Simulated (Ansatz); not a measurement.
## A basis-limit estimate, worked out

An elementary step of Si$_{2}$H$_{8}$Cl$_{2}$O$_{3}$, singlet (Si₂H₄Cl₂O ([OH][Si]([SiH3])([Cl])[Cl]) + H₂O + H₂O → SiH₂Cl₂O₂ ([OH][Si]([OH])([Cl])[Cl]) + SiH₄ + H₂O; bonds formed: Si1–O7, Si2–H8, H6–O9; bonds broken: Si1–Si2, H6–O7, H8–O9). “Start” is the structure reached by relaxing down from the saddle towards the reactants; PBE0-D4/def2-TZVP structures. The saddle:

Si1  (-0.851, 0.662, -0.475)
Si2  (0.814, -1.267, -0.898)
Cl3  (-1.818, -0.550, -1.965)
Cl4  (-2.566, 0.853, 0.703)
O5  (-0.520, 1.869, -1.538)
H6  (0.231, 0.151, 1.833)
O7  (0.190, 1.293, 0.833)
H8  (0.025, -0.919, 0.720)
O9  (0.108, -0.861, 1.974)
H10  (2.075, -1.461, -0.105)
H11  (0.254, -2.601, -1.202)
H12  (1.201, -0.501, -2.106)
H13  (0.116, 2.507, -1.209)
H14  (-0.220, 2.071, 1.228)
H15  (0.963, -1.246, 2.207)
(Å)

Computed with Ansatz 0.2.0 (basis: def2-TZVPP and def2-QZVPP); correlated methods freeze the cores.

Energies in eV:

| quantity | saddle | start |
| --- | --- | --- |
| Hartree–Fock, triple zeta (X = 3) | -46975.32790 | -46978.88710 |
| Hartree–Fock, quadruple zeta (X = 4) | -46976.80665 | -46980.36819 |
| MP2 correlation, X = 3 | -39.14746 | -37.96852 |
| MP2 correlation, X = 4 | -42.49519 | -41.29504 |
| CCSD(T) correlation, X = 3 | -42.36745 | -41.30450 |

Q: Work out the barrier at the basis limit: extrapolate Hartree–Fock as E(X) = E∞ + A exp(−7.88 √X) and the MP2 correlation as E(X) = E∞ + B X^−2.97 (the exponents that Neese and Valeev fitted for def2-TZVPP and QZVPP), then add CCSD(T) − MP2 in triple zeta.

A: Each step is linear, so take the differences first (saddle − start): Hartree–Fock 3.55920 (X = 3) and 3.56154 (X = 4); MP2 correlation -1.17894 and -1.20015; CCSD(T) correlation -1.06295.
Two points give E∞ = E(4) + w [E(4) − E(3)], with w = 1/(exp(7.88 (2 − √3)) − 1) = 0.1377 for Hartree–Fock and w = 1/((4/3)^2.97 − 1) = 0.7407 for the correlation.
Hartree–Fock: 3.56154 + 0.1377 × 0.00234 = 3.5619 eV.
MP2 correlation: -1.20015 + 0.7407 × (-0.02121) = -1.2159 eV.
CCSD(T) − MP2: -1.06295 − (-1.17894) = 0.1160 eV.
Sum: 3.5619 + (-1.2159) + 0.1160 = 2.4620 eV, or 56.77 kcal/mol. Plain CCSD(T) in triple zeta gives 2.4962 eV, so the larger basis shifts the result by -0.0342 eV.

The T1 diagnostic stays at or below 0.012.

Labels in which every atom is bracketed show which atoms are joined, not bond orders.

For scale, one of the runs: CCSD(T)/def2-TZVPP, 373 basis functions, launched by `ansatz run in.yaml --threads 4 --pin off --events-out ev --progress --plain --max-ram 66560MiB --backend cuda --devices 0, --max-vram 37GiB`. Hardware: 4 CPU threads of an AMD EPYC 7R13 and a share of one NVIDIA H100, shared host. Wall time 25 s; peak host memory 0.85 GiB.
